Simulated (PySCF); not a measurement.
B3LYP has the VWN-RPA correlation part, as in Gaussian. 

Cartesian coordinates (Å):
SMILES: [Br]
```xyz
1

Br     0.0000     0.0000     0.0000
```
Charge 0, spin multiplicity 2.

**Question.** Give the total energy, dipole moment and highest occupied spin orbital at the level B3LYP-D3(BJ)/def2-TZVP (PySCF).

**Answer.** 
```yaml
total_energy: -70045.94 eV
dipole_moment: 0.00 D
highest_occupied_spin_orbital: -8.51 eV
```
